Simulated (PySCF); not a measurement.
## IrSe₃⁺: from structure and modes to constants

Computed with PySCF, PBE, basis Ir def2-SVP with ECP60, Se def2-SVP (scalar-relativistic core potentials, no spin–orbit coupling, density fitting).

The singlet minimum has D3h symmetry. Masses (u): Ir 192.96292, Se 79.91652.

```xyz
4
charge 1 multiplicity 1, angstrom
Ir    0.0000    0.0000    0.0000
Se    2.2190    0.0000    0.0000
Se   -1.1095    1.9217    0.0000
Se   -1.1095   -1.9217    0.0000
```

Harmonic wavenumbers (cm⁻¹): 59.6 (a2'', ×1), 95.7 (e', ×2), 302.0 (a1', ×1), 359.1 (e', ×2).

(1) Find the principal moments of inertia and the rotational constants. What kind of rotor is it?

(2) What is the harmonic zero-point energy?

(3) Find the vibrational entropy and heat capacity at 298.15 K.

(4) Give the standard entropy (298.15 K, 1 bar) by its translational, rotational, vibrational and spin parts, and Cp.

Results:

(1) About the centre of mass I = 590.27, 590.27, 1180.5 u Å². With B = 16.8576/I this gives 0.02856, 0.02856, 0.01428 cm⁻¹. The molecule is an oblate symmetric top.

(2) Half the sum of all 6 wavenumbers, 1271/2 = 636 cm⁻¹, which is 7.6 kJ/mol (1 cm⁻¹ = 0.0119627 kJ/mol).

(3) With u = 1.43878 ω/T, each mode gives S = R[u/(eᵘ−1) − ln(1−e⁻ᵘ)] and C = R u² eᵘ/(eᵘ−1)².
| ω (cm⁻¹) | u | S (J/(mol K)) | C (J/(mol K)) |
| --- | --- | --- | --- |
| 59.6 | 0.288 | 18.70 | 8.26 |
| 95.7 (×2) | 0.462 | 14.81 | 8.17 |
| 302.0 | 1.457 | 5.88 | 6.99 |
| 359.1 (×2) | 1.733 | 4.71 | 6.51 |
The sums over all modes are S = 63.6 and C = 44.6 J/(mol K); the softest mode gives 29 % of the entropy (each member, where degenerate).

(4) Sackur–Tetrode with M = 432.71 u gives 184.6; rotation with symmetry number 6 gives 116.1; vibration 63.6; spin R ln 1 = 0.0. The total is 364.3 J/(mol K), and Cp = 4 R + 44.6 = 77.9 J/(mol K).

This need not be the most stable arrangement of these atoms. With an element this heavy the missing spin–orbit coupling can shift these numbers.
